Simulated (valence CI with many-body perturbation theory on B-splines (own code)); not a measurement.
S XII in brief

Level of theory: valence CI with perturbative core correlation (CI+MBPT): three valence electrons over a frozen Dirac-Fock core [He], radial functions for each j: 11 s, 11 p, 9 d, 7 f, 5 g, 2 h, 1 i, with the one-electron correlation potential Σ1, the two-electron term Σ2, the three-electron term Σ3, Breit, model QED; selected CI, second order for the rest, scaled by the run's own slope (own B-spline code, finite nucleus).

No measured levels were compared; by estimate levels of excited configurations hold to 0.05 to 0.15 % of their energy, terms of the ground configuration to about 0.5 %.

Rates and lifetimes use the calculated energies. Strong lines usually hold to 10 to 20 %, long lifetimes can be off by a factor of two.

Task: What is the ground level?

Result: 2s2 2p 2P°_1/2, composition 97 % 2s2 2p 2P° + 3 % 2p3 2P°, g = 0.664.

Task: How is the term 2P° of the ground level split?

Result: J = 1/2 at 0.00, J = 3/2 at 13.13 × 10³ cm⁻¹.

Task: Where does the other parity begin?

Result: At 2s 2p2 4P_1/2, 193.82 × 10³ cm⁻¹.

Task: Among levels below 3174.3 × 10³ cm⁻¹, which E1 lines absorb most strongly from the ground level?

Result: to 2s2 3d 2D_3/2 at 3.640 nm, f = 0.638; to 2s 2p 3p 2D_3/2 at 3.453 nm, f = 0.233; to 2s 2p2 2S_1/2 at 22.74 nm, f = 0.0656.

Task: What is the ionisation energy?

Result: 564.37 eV; NIST lists 564.41 eV (semi-empirical).
